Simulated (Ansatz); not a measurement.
Isomers of B₂H₆OSi, relaxed with PBE0-D4/def2-TZVP in Ansatz; electronic energies, one conformer each and not always the lowest. Functionals use def2-TZVPP; CBS adds triple-zeta CCSD(T) − MP2 to the MP2 limit of def2-TZVPP and def2-QZVPP.

Task: Order them by energy at frozen-core CCSD(T)/CBS, lowest first. (Estimate.)
A. `BO[SiH2]B`
B. `B[SiH](B)O`
C. `BOB[SiH3]`

Result: C (0.0 kJ/mol), A (28.2 kJ/mol), B (188.3 kJ/mol).

Task: How do r2SCAN-D4, PBE0-D4, HF/CBS(def2), B3LYP place them (kJ/mol, against `BOB[SiH3]`)? (Estimate.)

Result: Ansatz gave: 
| isomer | r2SCAN-D4 | PBE0-D4 | HF/CBS(def2) | B3LYP |
| --- | --- | --- | --- | --- |
| `B[SiH](B)O` | 184.7 | 185.5 | 200.8 | 195.3 |
| `BO[SiH2]B` | 29.8 | 34.2 | 21.7 | 31.0 |

B3LYP here is the variant with VWN-RPA as its local correlation; programs differ in this.
